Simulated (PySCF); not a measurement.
GaHI₂O. Atoms are numbered in the order given.

```xyz
5

Ga     0.7460     0.0085     0.0000
I     -0.4391    -2.1703     0.0000
I     -0.4328     2.1698     0.0000
O      2.5190     0.0712     0.0000
H      2.9345    -0.8030     0.0000
```
Charge 0, spin multiplicity 1.

Geometry: r2SCAN-D4/def2-SVP. The structure was generated by enumeration; whether it is a known compound was not checked. The def2 effective core potentials stand for the cores of I; spin–orbit coupling is left out. The values are those of a single conformer.

Method: TDDFT-CAM-B3LYP/def2-SVPD run with PySCF 2.14.0.

Vertical excitations. Gas-phase values at a fixed geometry. State labels are in the subgroup Cs.

Q: List the lowest excited states. (Estimate from the structure and the level; the computed values follow.)

A: 
| state | symmetry | energy (eV) | λ (nm) | f | main pairs |
|---|---|---|---|---|---|
| S1 | A' | 4.69 | 265 | 0.026 | HOMO→LUMO 95 % |
| S2 | A" | 4.79 | 259 | 0.000 | HOMO−1→LUMO 96 % |
| S3 | A' | 5.03 | 247 | 0.023 | HOMO−2→LUMO 94 % |
| S4 | A" | 5.12 | 242 | 0.014 | HOMO−3→LUMO 95 % |
| S5 | A" | 5.43 | 228 | 0.000 | HOMO→LUMO+1 99 % |
| S6 | A' | 5.74 | 216 | 0.008 | HOMO−1→LUMO+1 79 %, HOMO−4→LUMO 17 % |
| S7 | A" | 5.75 | 216 | 0.001 | HOMO−2→LUMO+1 98 % |
| S8 | A' | 6.15 | 202 | 0.025 | HOMO−3→LUMO+1 84 % |
| S9 | A" | 6.66 | 186 | 0.016 | HOMO−5→LUMO 78 %, HOMO−4→LUMO+1 13 % |
| S10 | A" | 6.68 | 186 | 0.002 | HOMO−4→LUMO+1 84 %, HOMO−5→LUMO 13 % |
| T1 | A' | 4.27 | 290 | 0 | HOMO→LUMO 93 % |
| T2 | A" | 4.45 | 278 | 0 | HOMO−1→LUMO 93 % |
| T3 | A' | 4.61 | 269 | 0 | HOMO−2→LUMO 93 % |
| T4 | A" | 4.73 | 262 | 0 | HOMO−3→LUMO 93 % |
Triplets are in the Tamm–Dancoff approximation, which puts them higher than full response would, so one can lie above its singlet here.
